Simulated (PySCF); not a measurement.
# How methods differ on the ionisation energy of Fe¹¹⁺

Fe¹¹⁺ [Ne] 3s2 3p3 (4S) → Fe¹²⁺ [Ne] 3s2 3p2 (3P), as a difference of total energies. Computed with PySCF 2.14 in an uncontracted even-tempered set (19 s from 0.69 bohr⁻², ratio 2.5; 12 p from 0.9 bohr⁻², ratio 2.5; 5 d from 5 bohr⁻², ratio 2.7; 4 f from 7.5 bohr⁻², ratio 2.7), with scalar relativity by spin-free X2C-1e. Correlated levels: outer shells: 1s2 frozen; virtual orbitals above 40 to 60 times the deepest correlated orbital energy dropped. The calculations carry no spin-orbit coupling.

| method | ionisation energy (eV) |
| --- | --- |
| UHF | 328.08 |
| LDA | 328.88 |
| PBE | 328.84 |
| PBE0 | 328.96 |
| r2SCAN | 329.34 |
| TPSSh | 329.03 |
| B2PLYP | 328.78 |
| MP2 (outer shells) | 328.66 |
| SCS-MP2 (outer shells) | 328.44 |

Q: How much does correlation contribute at MP2 (outer shells)?

A: 328.66 − (328.08) = 0.58 eV, measured against UHF.

A first-order spin-orbit estimate (lowest level to lowest level, LS coupling) adds -1.433 eV.

For comparison: 330.8 ± 0.6 eV (semi-empirical (NIST evaluation); NIST Atomic Spectra Database, ionization energies).
